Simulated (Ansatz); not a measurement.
`C=C1[SiH2]C1O`, relaxed with RKS PBE0-D4/def2-TZVP in Ansatz 0.2.0 from a PBE-D4/def2-SVP geometry. The force threshold is 0.005 eV/Å; the program also tests the step.

Charge 0, multiplicity 1.

Start:

```xyz
11

C     1.631    0.627   -0.314
C     0.383    0.406    0.156
Si   -1.270    1.326   -0.229
C    -0.255   -0.738    0.690
O    -0.246   -1.953    0.107
H     1.865    1.525   -0.907
H     2.457   -0.076   -0.104
H    -1.892    0.447   -1.305
H    -2.155    1.057    0.976
H    -0.776   -0.742    1.660
H     0.258   -1.878   -0.731
```

```json
{"step": "1", "energy (eV)": "-13123.2012", "largest force (eV/Å)": "0.634", "largest move (Å)": "0.000"}
{"step": "2", "energy (eV)": "-13123.2552", "largest force (eV/Å)": "0.240", "largest move (Å)": "0.044"}
{"step": "3", "energy (eV)": "-13123.2570", "largest force (eV/Å)": "0.292", "largest move (Å)": "0.038"}
{"step": "4", "energy (eV)": "-13123.2627", "largest force (eV/Å)": "0.140", "largest move (Å)": "0.059"}
{"step": "5", "energy (eV)": "-13123.2652", "largest force (eV/Å)": "0.043", "largest move (Å)": "0.026"}
{"step": "6 (rejected)", "energy (eV)": "-13123.2642", "largest force (eV/Å)": "0.232", "largest move (Å)": "0.036"}
{"step": "7", "energy (eV)": "-13123.2659", "largest force (eV/Å)": "0.019", "largest move (Å)": "0.018"}
{"step": "8", "energy (eV)": "-13123.2660", "largest force (eV/Å)": "0.052", "largest move (Å)": "0.018"}
{"step": "9", "energy (eV)": "-13123.2662", "largest force (eV/Å)": "0.011", "largest move (Å)": "0.018"}
{"step": "10", "energy (eV)": "-13123.2662", "largest force (eV/Å)": "0.009", "largest move (Å)": "0.004"}
{"step": "11", "energy (eV)": "-13123.2663", "largest force (eV/Å)": "0.008", "largest move (Å)": "0.004"}
{"step": "12", "energy (eV)": "-13123.2663", "largest force (eV/Å)": "0.004", "largest move (Å)": "0.004"}
```

End:

```xyz
11

C     1.638    0.644   -0.289
C     0.405    0.385    0.131
Si   -1.253    1.274   -0.265
C    -0.258   -0.721    0.662
O    -0.309   -1.925    0.076
H     1.860    1.544   -0.851
H     2.465   -0.023   -0.059
H    -1.893    0.331   -1.242
H    -2.085    1.084    0.968
H    -0.728   -0.711    1.636
H     0.158   -1.881   -0.768
```

Run time 27 s (4 threads of an Intel Xeon Platinum 8488C on a shared host); peak host memory 0.49 GiB.
